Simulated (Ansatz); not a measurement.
System: SnI2, charge 0, multiplicity 1. SMILES: [I][Sn][I]
Geometry: optimised at B3LYP-D3(BJ)/def2-TZVP (Ansatz, an electronic-structure program).

Computed values are from Ansatz. Correlated levels leave the core frozen unless marked. UHF or UKS for open shells. Spin-orbit coupling is left out. The frozen core is the preceding noble-gas configuration, with the filled d and f shells of earlier blocks. Past Kr the def2 sets carry scalar-relativistic core potentials. CBS marks a two-point X^-3 extrapolation of the correlation energy; Hartree-Fock from the larger set. The bracket is a focal-point correction in the basis named.

**Question.** What is the vertical triplet-singlet gap at RI-MP2/CBS(def2-TZVPPD,def2-QZVPPD)+[CCSD(T)-MP2]/def2-TZVPPD?

**Answer.** 2.25 eV.

**Question.** What is the total energy at CCSD(T)/CBS(def2-TZVPP,def2-QZVPP)?

**Answer.** -807.2833 Eh.

**Question.** What is the T1 diagnostic at CCSD/def2-QZVPP?

**Answer.** 0.015.

**Question.** What is the atomisation energy De at CCSD(T)/CBS(def2-TZVPP,def2-QZVPP)?

**Answer.** 593.9 kJ/mol.

**Question.** What is the dipole moment at CCSD(T)/def2-SVPD?

**Answer.** 2.54 D.
